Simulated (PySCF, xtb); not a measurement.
Two structures of F2PSi−

Structure a: a singlet given by its coordinates. Structure b: `F[Si](F)=[P-]`, a singlet. Both are isolated ions in the gas phase, relaxed with PBE0-D3(BJ)/def2-SVPD.

a (Å):

```xyz
4

F    -1.4262    1.2626   -0.8241
F     0.6182   -2.0072    1.1284
P    -0.0797   -1.2989   -0.2744
Si   -0.7326    0.5680    0.5926
```

Close contacts (Å): F1–Si4 1.72, F2–P3 1.72, P3–Si4 2.16.

b (Å):

```
atom    x (Å)    y (Å)    z (Å)
   F   0.5247  -1.4401   0.9447
   F   0.7075   0.9566   1.3016
   P  -0.0341   0.2595  -1.9103
  Si   0.3783  -0.0586   0.0135
```

Problem. Which of the two would you expect CCSD(T)/def2-SVPD + ΔMP2/def2-TZVPPD electronic energies to favour?

Solution. Structure b; the calculation gives E(b) − E(a) = −32.1 kcal/mol.

How the difference moves with the method:

```
                               level               geometry  E(b) − E(a) (kcal/mol)  departure from the last row (kcal/mol)  job, with rough time for the two
                            GFN2-xTB               GFN2-xTB                     −15.7                                   +16.4              optimisation, 0.12 s
                           HF/STO-3G               GFN2-xTB                     +19.1                                   +51.2               single point, 1.1 s
                 r2SCAN-D4/def2-SVPD               GFN2-xTB                     −29.7                                    +2.4                single point, 12 s
               PBE0-D3(BJ)/def2-SVPD  PBE0-D3(BJ)/def2-SVPD                     −26.5                                    +5.6                optimisation, 83 s
                        HF/def2-SVPD  PBE0-D3(BJ)/def2-SVPD                     −26.7                                    +5.4           part of the CCSD(T) run
                       MP2/def2-SVPD  PBE0-D3(BJ)/def2-SVPD                     −33.4                                    −1.3           part of the CCSD(T) run
                   CCSD(T)/def2-SVPD  PBE0-D3(BJ)/def2-SVPD                     −27.3                                    +4.8                      single point
CCSD(T)/def2-SVPD + ΔMP2/def2-TZVPPD  PBE0-D3(BJ)/def2-SVPD                     −32.1                                                        single point, 52 s
```

HF/STO-3G puts the two in the other order. The largest departure from CCSD(T)/def2-SVPD + ΔMP2/def2-TZVPPD is that of HF/STO-3G, 51.2 kcal/mol. The last row adds to CCSD(T) the change of the MP2 difference between the two basis sets, here −4.8 kcal/mol, a large step that makes the value less sure.

With thermal terms from frequencies at re-optimised GFN2-xTB minima (ideal gas, soft modes damped towards free rotors, one conformer each, 298.15 K, 1 atm): the zero-point term adds +0.8 kcal/mol; ΔH is −31.5 and ΔG −30.5 kcal/mol.

The T1 diagnostic of structure a is large, so the coupled-cluster value is less sure. The correlated steps freeze 12 core orbitals. Codes used: PySCF 2.14.0, xtb 6.7.1; the last row on 2 threads of Arm Neoverse V2 on a shared host.
